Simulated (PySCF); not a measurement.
HfCl2I2, SMILES [Cl][Hf]([Cl])([I])[I], multiplicity 1.

Geometry: PBE-D3(BJ)/def2-SVP. The spin state was assumed, not searched. The structure was generated by enumeration; whether it is a known compound was not checked. The def2 effective core potentials stand for the cores of Hf, I; spin–orbit coupling is left out.

Two levels are set side by side: PBE/def2-TZVP (PySCF) and r2SCAN/def2-TZVP (PySCF). Same geometry, gas phase. Differences are taken from unrounded values.

| quantity | r2SCAN | PBE | PBE minus r2SCAN |
|---|---|---|---|
| orbital gap (eV) | 4.17 | 3.75 | -0.43 |
| highest occupied level (eV) | -7.33 | -7.01 | 0.33 |
| lowest empty level (eV) | -3.16 | -3.26 | -0.10 |
| dipole moment (D) | 0.51 | 0.52 | 0.01 |
| mean polarisability (bohr³) | 133.1 | 137.3 | 4.1 |

Rough cost on one machine, each run with all the roots and properties that it gave: r2SCAN against PBE about 3 times.
